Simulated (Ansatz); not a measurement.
A single point on `F[SiH2]/C=C\[SiH3]`.

```yaml
crystal:
  periodic: [false, false, false]
  atoms:
    - {symbol: F, position_ang: [-1.009498, 1.397914, -1.070214]}
    - {symbol: Si, position_ang: [-1.344915, 1.237504, 0.489024]}
    - {symbol: C, position_ang: [-0.346520, -0.157216, 1.182441]}
    - {symbol: C, position_ang: [0.575241, -0.889010, 0.546307]}
    - {symbol: Si, position_ang: [1.174398, -0.744050, -1.230469]}
    - {symbol: H, position_ang: [-2.797617, 0.962752, 0.621578]}
    - {symbol: H, position_ang: [-1.020498, 2.520480, 1.161657]}
    - {symbol: H, position_ang: [-0.552912, -0.397753, 2.228609]}
    - {symbol: H, position_ang: [1.058988, -1.680378, 1.121631]}
    - {symbol: H, position_ang: [1.707468, 0.610863, -1.518882]}
    - {symbol: H, position_ang: [0.098484, -1.075484, -2.198401]}
    - {symbol: H, position_ang: [2.275182, -1.730823, -1.393882]}
basis:
  gaussian: {orbitals: def2-QZVPP}
correlation: {method: mp2}
```

```sh
$ ansatz run in.yaml --threads 4 --pin off --events-out ev --progress --plain --max-ram 10444MiB
```

It prints (some lines left out):

```
Functional definition: HF
3075 factors; integrals over basis functions are off by at most 8.0e-4 eV
mean field evaluation 1: about -20602.4825 eV, gradient 3.9e1 eV
mean field evaluation 2: about -20602.6397 eV, gradient 3.9e1 eV
mean field evaluation 4: about -20606.5819 eV, gradient 4.2e0 eV
mean field evaluation 8: about -20606.6492 eV, gradient 2.3e-1 eV
mean field -20606.64944007 eV, -757.2803992340 hartree, gradient 3.4e-6 eV, S^2 0.000000; 0 other end points of the search recorded, 0 dependent functions left out; unrestricted orbitals would lower it
mean field evaluation 16: about -20606.5662 eV, gradient 1.5e0 eV
13 core orbitals not correlated: weight in the atoms' cores, before any rotation towards them, 1.000 or more for the frozen orbitals, at most 0.000 for the correlated occupied ones
reference -20606.64944007 eV, -757.2803992340 hartree; 15, 15 occupied and 493, 493 virtual orbitals, 3075 factors
second order -24.01714423 eV of doubles, -0.00000000 eV of singles
Total energy: -20630.66658430 eV, -758.1630130051 hartree
```

Run time 50 s (4 threads of an Arm Neoverse N1 on a shared host); peak host memory 3.5 GiB.
